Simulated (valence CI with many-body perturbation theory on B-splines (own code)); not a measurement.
Rh39+: one-electron terms

Level of theory: configuration interaction combined with many-body perturbation theory (CI+MBPT): four valence electrons over a frozen Dirac-Fock core [He], a basis of 11 s, 11 p, 9 d, 7 f, 5 g, 2 h, 1 i functions for each j, with the one-electron correlation potential Σ1 (screened to all orders), the two-electron term Σ2, the three-electron term Σ3, Breit, model QED; selected single and double excitations, second order for the rest (own B-spline code, finite nucleus).

No measured spectrum was set against this ion. As an estimate, large intervals hold to a few tenths of a per cent, small ones and those within an open d or f shell to about a per cent. Among the levels kept, up to 270 cm⁻¹ of a level comes from second order outside the variational space, and about a tenth of that is noise between levels of different J, which matters for small intervals.

These are the spectroscopic orbitals of the CI (the correlating ones are not listed), shaped by the core and the other valence electrons. h is the expectation value of the core's Dirac-Fock operator, without the valence repulsion; Σ1 is computed up to l = 3 at one energy for each symmetry, that of its lowest orbital but kept below the first core excitation, so for empty shells it is not the orbital's own correlation shift; Breit and QED include the response of the core.

```csv
Orbital,h (hartree),Σ1 (cm⁻¹),Breit (cm⁻¹),QED (cm⁻¹),⟨r⟩ (bohr)
2s1/2,-243.52,-1302,24208,24921,0.1346
3s1/2,-106.65,-312,6699,7130,0.3123
4s1/2,-59.435,-121,2676,2905,0.5664
5s1/2,-37.814,-59.6,1340,1463,0.8945
2p1/2,-240.01,-3139,47971,-714,0.1133
3p1/2,-105.63,-688,12907,-243,0.2935
4p1/2,-59.015,-262,5184,-102,0.5496
5p1/2,-37.6,-128,2596,-52.2,0.8799
2p3/2,-233.66,-2621,19436,1851,0.1176
3p3/2,-103.76,-575,5197,480,0.2995
4p3/2,-58.226,-219,2247,193,0.5575
5p3/2,-37.198,-108,1128,96.7,0.8897
3d3/2,-103.31,-261,446,-87.4,0.2549
4d3/2,-58.036,-111,243,-30.6,0.5148
5d3/2,-37.1,-56.9,128,-14.5,0.8490
3d5/2,-102.74,-245,145,173,0.2570
4d5/2,-57.795,-104,78.2,78.2,0.5173
5d5/2,-36.977,-53.1,39.4,41.1,0.8520
4f5/2,-57.722,-21.6,2.5,-28.0,0.4467
5f5/2,-36.944,-12.2,2.1,-14.0,0.7824
4f7/2,-57.606,-21.0,0.7,23.9,0.4480
5f7/2,-36.884,-11.8,0.6,12.7,0.7840
5g7/2,-36.872,,0.0,-8.7,0.6853
5g9/2,-36.836,,0.0,7.0,0.6863
```

Among the shells of the start configuration 2s2 2p2, Σ1 is largest in size for 2p1/2, where it is 0.0060 % of h.

Lowest root of each symmetry, sizes in configuration state functions:

| J | Parity | Roots | Reference | Variational | Second order | Change by selected CI (cm⁻¹) | Change by second order (cm⁻¹) |
| --- | --- | --- | --- | --- | --- | --- | --- |
| 0 | even | 12 | 38 | 22358 | 58304 | -18125 | -1 |
| 1 | even | 21 | 83 | 39997 | 160239 | -16962 | -26 |
| 2 | even | 23 | 93 | 40000 | 276867 | -18664 | -91 |
| 3 | even | 12 | 63 | 39995 | 264027 | -19647 | -130 |
| 4 | even | 5 | 31 | 39993 | 126880 | -14578 | -7 |
| 5 | even | 2 | 11 | 21752 | 86822 | -18829 | -12 |
| 0 | odd | 8 | 37 | 18382 | 48833 | -21336 | -1 |
| 1 | odd | 20 | 94 | 39998 | 169540 | -22586 | -15 |
| 2 | odd | 20 | 100 | 39997 | 239877 | -15962 | -61 |
| 3 | odd | 10 | 70 | 40000 | 267351 | -19007 | -48 |
| 4 | odd | 3 | 36 | 30941 | 125584 | -22072 | -19 |
